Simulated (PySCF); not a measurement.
Two species compared at the same levels of theory.

First species: PhSCHF2, C7H6F2S.
SMILES: `FC(F)Sc1ccccc1`

Second species: C7H7BCl2.
Z-matrix (Å and degrees, PBE0-D3(BJ)/def2-SVP geometry), rows numbered from 1:
```
Cl
B   1  1.7549
Cl  2  1.7542  1  117.72
C   2  1.5696  1  120.65  3  -175.80
C   4  1.5531  2  115.05  1  -147.44
C   5  1.5370  4   97.61  2    62.49
C   6  1.3387  5  106.99  4    36.94
C   7  1.5372  6  106.94  5     0.03
C   8  1.5320  4   99.29  2  -172.11
C   9  1.3365  8  107.03  4    35.61
H   4  1.1060  2  110.27  1    84.42
H   5  1.0969  4  117.35  2   -61.74
H   6  1.0904  5  124.86  4  -146.54
H   7  1.0905  6  128.04  5   176.21
H   8  1.0968  4  117.22  2    61.32
H   9  1.0907  8  124.79  4  -147.92
H  10  1.0906  5  124.77  4   147.85
```

Levels: PBE0/def2-SVPD for HOMO energy, LUMO energy, HOMO–LUMO gap and static isotropic polarisability; TDDFT PBE0/def2-SVPD for lowest singlet excitation. Geometries: PBE0-D3(BJ)/def2-SVP. All species are isolated and taken at one optimised geometry, non-relativistic unless stated. Electronic properties by PySCF.

The conformers computed, where there is a choice (atom-mapped SMILES and torsion angles):
- `[F:1][CH:2]([F:3])[S:4][c:5]1[cH:6][cH:7][cH:8][cH:9][cH:10]1`: F1–C2–S4–C5 57°, C2–S4–C5–C6 79°

The conformers of `ClB(Cl)[C@H]1[C@H]2C=C[C@@H]1C=C2` aren't listed.

Question: Which has the higher static isotropic polarisability?

Answer: The second: 110.0 au against 102.7 au, a difference of 7.3 au.

Question: Which has the higher S1 energy?

Answer: The first: 5.11 eV against 4.45 eV, a difference of 0.66 eV.

Question: Which has the higher LUMO energy?

Answer: The first: -0.99 eV against -1.28 eV, a difference of 0.29 eV.

Question: Which has the higher HOMO energy?

Answer: The second: -6.80 eV against -7.33 eV, a difference of 0.53 eV.

Question: Which has the higher HOMO–LUMO gap?

Answer: The first: 6.34 eV against 5.52 eV, a difference of 0.82 eV.

On the first: The polarisability is 15.22 Å³ as a volume (1 au = 0.148185 Å³), or 1.25 au for each of the 82 electrons. No computed singlet falls in the visible range (750 to 380 nm, 1.65 to 3.26 eV); S1 lies 1.85 eV above its blue end.

On the second: No computed singlet falls in the visible range (750 to 380 nm, 1.65 to 3.26 eV); S1 lies 1.19 eV above its blue end. The principal polarisabilities are 92.3, 118.3 and 119.4 au; their mean is the isotropic value.
